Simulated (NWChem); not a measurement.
System: CF cation, singlet

NWChem input:

```
start job
memory heap 200 mb stack 900 mb global 1100 mb
charge 1
geometry units angstroms noautosym nocenter noautoz
  C      0.000000     0.000000    -0.697741
  F      0.000000     0.000000     0.471000
end
basis spherical
  C library def2-tzvp
  F library def2-tzvp
end
dft
  xc pbe0
  iterations 150
end
tddft
  cis
  ecut -9.0
  nroots 6
  notriplet
end
task tddft energy
```

NWChem printed, in part:

```
             Northwest Computational Chemistry Package (NWChem) 7.3.0
             --------------------------------------------------------

                             Geometry "geometry" -> ""
                             -------------------------

 Output coordinates in angstroms (scale by  1.889725989 to convert to a.u.)

  No.       Tag          Charge          X              Y              Z
 ---- ---------------- ---------- -------------- -------------- --------------
    1 C                    6.0000     0.00000000     0.00000000    -0.69774100
    2 F                    9.0000     0.00000000     0.00000000     0.47100000

 Effective nuclear repulsion energy (a.u.)      24.4498750758

                                 NWChem DFT Module
                                 -----------------

 Summary of "ao basis" -> "ao basis" (spherical)
 ------------------------------------------------------------------------------
       Tag                 Description            Shells   Functions and Types
 ---------------- ------------------------------  ------  ---------------------
 C                         def2-tzvp                11       31   5s3p2d1f
 F                         def2-tzvp                11       31   5s3p2d1f

            General Information
            -------------------
          SCF calculation type: DFT
          Wavefunction type:  closed shell.
          No. of atoms     :     2
          No. of electrons :    14
           Alpha electrons :     7
            Beta electrons :     7
          Charge           :     1
          Spin multiplicity:     1
          Use of symmetry is: off; symmetry adaption is: off
          Maximum number of iterations: 150
          AO basis - number of functions:    62
                     number of shells:    22
          Convergence on energy requested:  1.00D-06
          Convergence on density requested:  1.00D-05
          Convergence on gradient requested:  5.00D-04

              XC Information
              --------------
                         PBE0 Method XC Functional
                     Hartree-Fock (Exact) Exchange  0.250
          PerdewBurkeErnzerhof Exchange Functional  0.750
            Perdew 1991 LDA Correlation Functional  1.000 local
           PerdewBurkeErnz. Correlation Functional  1.000 non-local

             Grid Information
             ----------------
          Grid used for XC integration:  medium
          Radial quadrature: Mura-Knowles
          Angular quadrature: Lebedev.
          Tag              B.-S. Rad. Rad. Pts. Rad. Cut. Ang. Pts.
          ---              ---------- --------- --------- ---------
          C                   0.70       49           6.0       434
          F                   0.50       49           6.0       434
          Grid pruning is: on
          Number of quadrature shells:    98
          Spatial weights used:  Erf1

      Superposition of Atomic Density Guess
      -------------------------------------

 Sum of atomic energies:        -137.08940657

 Renormalizing density from      15.00 to     14

      Non-variational initial energy
      ------------------------------

 Total energy =    -131.421200
 1-e energy   =    -221.905324
 2-e energy   =      66.034249
 HOMO         =      -0.905894
 LUMO         =      -0.480166

   convergence    iter        energy       DeltaE   RMS-Dens  Diis-err
 ---------------- ----- ----------------- --------- --------- ---------
 d= 0,ls=0.0,diis     1   -137.0980896203 -1.62D+02  2.46D-02  3.52D+00
 d= 0,ls=0.0,diis     2   -135.5264005261  1.57D+00  1.85D-02  2.20D+01
 d= 0,ls=0.0,diis     3   -137.3473808202 -1.82D+00  2.04D-03  3.93D-02
 d= 0,ls=0.0,diis     4   -137.3518344365 -4.45D-03  3.28D-04  1.80D-03
 d= 0,ls=0.0,diis     5   -137.3520244660 -1.90D-04  2.62D-05  2.87D-05
  Resetting Diis
 d= 0,ls=0.0,diis     6   -137.3520264587 -1.99D-06  4.23D-06  1.94D-07
 d= 0,ls=0.0,diis     7   -137.3520264782 -1.96D-08  2.40D-06  4.19D-08

[...]

                                NWChem TDDFT Module
                                -------------------

            General Information
            -------------------
           No. of orbitals :     124
            Alpha orbitals :      62
             Beta orbitals :      62
        Alpha frozen cores :       0
         Beta frozen cores :       0
     Alpha frozen virtuals :       0
      Beta frozen virtuals :       0
         Spin multiplicity :       1
    Number of AO functions :      62
        Use of symmetry is : off
      Symmetry adaption is : off
         Schwarz screening :  0.10D-07

              XC Information
              --------------
                  PBE0 Method XC Functional
              Hartree-Fock (Exact) Exchange   0.25
   PerdewBurkeErnzerhof Exchange Functional   0.75
     Perdew 1991 LDA Correlation Functional   1.00 local
    PerdewBurkeErnz. Correlation Functional   1.00 non-local

             TDDFT Information
             -----------------
          Calculation type : Tamm-Dancoff TDDFT
         Wavefunction type : Restricted singlets
          No. of electrons :      14
           Alpha electrons :       7
            Beta electrons :       7
              No. of roots :       6
          Max subspacesize :    5200
            Max iterations :     100
               Target root :       1
           Target symmetry : none
             Energy Cutoff :-0.90D+01
      Symmetry restriction : off
                 Algorithm : Optimal
        Davidson threshold :  0.10D-03

    6 smallest eigenvalue differences (eV)
--------------------------------------------------------
  No. Spin  Occ  Vir  Irrep   E(Occ)    E(Vir)   E(Diff)
--------------------------------------------------------
    1    1    2    8 a       -10.860    -0.464   282.898
    2    1    2    9 a       -10.860    -0.464   282.898
    3    1    2   10 a       -10.860    -0.162   291.115
    4    1    2   11 a       -10.860    -0.066   293.723
    5    1    2   12 a       -10.860    -0.036   294.528
    6    1    2   13 a       -10.860    -0.036   294.528
--------------------------------------------------------

  Entering Davidson iterations
  Restricted singlet excited states

  Iter   NTrls   NConv    DeltaV     DeltaE      Time
  ----  ------  ------  ---------  ---------  ---------
    1      6       0     0.11E+00   0.10+100        4.2
    2     12       0     0.88E-02   0.83E-02        3.2
    3     18       2     0.86E-03   0.77E-04        3.1
    4     22       6     0.90E-04   0.15E-06        4.0
  ----  ------  ------  ---------  ---------  ---------
  Convergence criterion met

  Ground state a        -137.352026478211 a.u.

  ----------------------------------------------------------------------------
  Root   1 singlet a             10.228332594 a.u.              278.3272 eV
  ----------------------------------------------------------------------------
     Transition Moments    X  0.08818   Y  0.08229   Z  0.00000
     Dipole Oscillator Strength                    0.0991865715
     Electric Quadrupole                           0.0001468945
     Magnetic Dipole                               0.0002350329
     Total Oscillator Strength                     0.0995684989

     Occ.    2  a   ---  Virt.    8  a       -0.99707
     Occ.    2  a   ---  Virt.   12  a        0.07020
  ----------------------------------------------------------------------------
  Root   2 singlet a             10.228332594 a.u.              278.3272 eV
  ----------------------------------------------------------------------------
     Transition Moments    X -0.08229   Y  0.08818   Z  0.00000
     Dipole Oscillator Strength                    0.0991865715
     Electric Quadrupole                           0.0001468945
     Magnetic Dipole                               0.0002350329
     Total Oscillator Strength                     0.0995684989

     Occ.    2  a   ---  Virt.    9  a        0.99707
     Occ.    2  a   ---  Virt.   13  a        0.07020
  ----------------------------------------------------------------------------
  Root   3 singlet a             10.597091116 a.u.              288.3616 eV
  ----------------------------------------------------------------------------
     Transition Moments    X  0.00000   Y -0.00000   Z  0.06406
     Dipole Oscillator Strength                    0.0289923342
     Electric Quadrupole                           0.0000711662
     Magnetic Dipole                               0.0000000000
     Total Oscillator Strength                     0.0290635005

     Occ.    2  a   ---  Virt.   10  a       -0.97826
     Occ.    2  a   ---  Virt.   11  a       -0.08529
     Occ.    2  a   ---  Virt.   14  a        0.18791
  ----------------------------------------------------------------------------
  Root   4 singlet a             10.718835135 a.u.              291.6745 eV
  ----------------------------------------------------------------------------
     Transition Moments    X  0.00000   Y -0.00000   Z -0.00964
     Dipole Oscillator Strength                    0.0006634265
     Electric Quadrupole                           0.0000025307
     Magnetic Dipole                               0.0000000000
     Total Oscillator Strength                     0.0006659572

     Occ.    2  a   ---  Virt.   10  a       -0.10391
     Occ.    2  a   ---  Virt.   11  a        0.99034
     Occ.    2  a   ---  Virt.   14  a       -0.09126
  ----------------------------------------------------------------------------
  Root   5 singlet a             10.739676300 a.u.              292.2416 eV
  ----------------------------------------------------------------------------
     Transition Moments    X -0.03811   Y -0.03924   Z  0.00000
     Dipole Oscillator Strength                    0.0214249399
     Electric Quadrupole                           0.0000326708
     Magnetic Dipole                               0.0000571891
     Total Oscillator Strength                     0.0215147998

[...]
```

Level: PBE0/def2-TZVP, restricted-window TDA. Low-valent species are run as closed-shell singlets; no triplet was tried in these runs. All runs use the structure optimised with B3LYP/6-31G* (spherical d). The quadrupole and magnetic terms of the printed total strengths depend on the origin.
